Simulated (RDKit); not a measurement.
Job for RDKit: MMFF94 on C2H8OSi (a complex).

```python
from rdkit import Chem
from rdkit.Chem import AllChem, rdDetermineBonds

blocks = [
'''6

C    -0.35515557   -0.46886143   -0.01820082
C     0.46626090    0.57046372    0.00286403
H    -1.16453212   -0.53940923   -0.73511532
H    -0.24691999   -1.28367929    0.68632390
H     1.27204872    0.63552487    0.72348020
H     0.36671368    1.39421373   -0.69384890
''',
'''6

O     0.69434957   -0.96154500    3.16586485
Si   -0.31911061    0.23147692    3.70735195
H     1.56615660   -1.02987208    3.56172971
H    -0.42006095    0.20039154    5.18869494
H    -1.63633188   -0.04232452    3.10532533
H     0.15429597    1.57815498    3.30770394
''',
]
mol = None
for b in blocks:
    f = Chem.MolFromXYZBlock(b)
    rdDetermineBonds.DetermineBonds(f, charge=0)
    mol = f if mol is None else Chem.CombineMols(mol, f)
Chem.SanitizeMol(mol)
print(Chem.MolToSmiles(Chem.RemoveHs(mol)))
ff = AllChem.MMFFGetMoleculeForceField(mol, AllChem.MMFFGetMoleculeProperties(mol), nonBondedThresh=100.0, ignoreInterfragInteractions=False)
e = ff.CalcEnergy()
print(f'MMFF94 energy {e:.6f} kcal/mol')
```

The log:

```
C=C.O[SiH3]
MMFF94 energy -8.539470 kcal/mol
```

The run finished.

Cost: very roughly 0.04 core-seconds.
